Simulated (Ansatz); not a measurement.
Basis sets compared for Sr₄O₄. The state is a singlet with charge 0. Geometry PBE-D4/def2-SVP. Ansatz on 4 threads of Arm Neoverse V1 on a shared host; times are rough, and most runs start from earlier orbitals.

```xyz
8

Sr   -2.656   -0.367    0.017
Sr    0.835    1.091   -1.563
Sr    0.522   -2.627    0.127
Sr    0.826    1.238    1.447
O    -1.648   -2.310    0.123
O     1.754    2.461   -0.117
O    -1.046    1.131   -0.062
O     1.413   -0.618    0.028
```

In the def2 sets Sr takes a core potential; there is no spin–orbit coupling. The structure comes from a short search, and lower isomers may exist.

Binding counts from free atoms (Sr singlet, O triplet) in the same basis, without a counterpoise term.

```tsv
level	functions	energy (Eh)	HOMO (eV)	LUMO (eV)	binding per atom (eV)	wall time
PBE-D4/def2-SVP	148	-423.5114	-2.72	-1.85	3.94	3.7 s
PBE-D4/def2-TZVP (with forces)	256	-423.9063	-2.70	-1.82	3.85	6.5 s
PBE0-D4/def2-SVP	148	-423.4341	-3.62	-1.27	3.62	4.4 s
PBE0-D4/def2-TZVP	256	-423.8283	-3.60	-1.25	3.55	9.5 s
ωB97M-V/def2-TZVP	256	-423.8420	-5.73	-0.56	3.53	27 s
```

(1) Estimate the rows for PBE-D4/def2-TZVPD, PBE0-D4/def2-TZVPD, ωB97M-V/def2-TZVPD.

## Answers

(1) 
```json
{"level": "PBE-D4/def2-TZVPD", "functions": "292", "energy (Eh)": "-423.9119", "HOMO (eV)": "-2.70", "LUMO (eV)": "-1.81", "binding per atom (eV)": "3.85", "wall time": "7.5 s"}
{"level": "PBE0-D4/def2-TZVPD", "functions": "292", "energy (Eh)": "-423.8349", "HOMO (eV)": "-3.60", "LUMO (eV)": "-1.23", "binding per atom (eV)": "3.56", "wall time": "12 s"}
{"level": "ωB97M-V/def2-TZVPD", "functions": "292", "energy (Eh)": "-423.8500", "HOMO (eV)": "-5.73", "LUMO (eV)": "-0.54", "binding per atom (eV)": "3.55", "wall time": "36 s"}
```
